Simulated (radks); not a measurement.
Values are calculated unless marked as measured or tabulated.
Task: Valence configurations of Ti2+ (all share [Ar]). Level of theory: Dirac Kohn-Sham, PBE, spin-unpolarised, spherical densities, finite nucleus; open shells are shared between the two j in proportion to 2j + 1; Fermi nuclear charge, rms radius 3.5921 fm (a radial shooting solver on a logarithmic mesh with Libxc functionals). Order these by energy: 4s1 4p1; 3d0.5 4p1.5; 4p2; 3d1 4s1; 3d1 4s0.5 4p0.5; 3d1.5 4s0.5; 3d2; 3d1 4p1; 4s1.5 4p0.5; 3d1.5 4p0.5.

Result: From the lowest, in eV above it: 3d2 0.000; 3d1.5 4s0.5 1.737; 3d1.5 4p0.5 4.055; 3d1 4s1 4.238; 3d1 4s0.5 4p0.5 6.658; 3d1 4p1 9.085; 4s1.5 4p0.5 14.528; 3d0.5 4p1.5 15.194; 4s1 4p1 17.174; 4p2 22.490. NIST lists [Ar] 3d2 as the ground configuration; this level of theory agrees among the configurations tried. The energies are those of spherical spin-averaged densities, not of single terms.
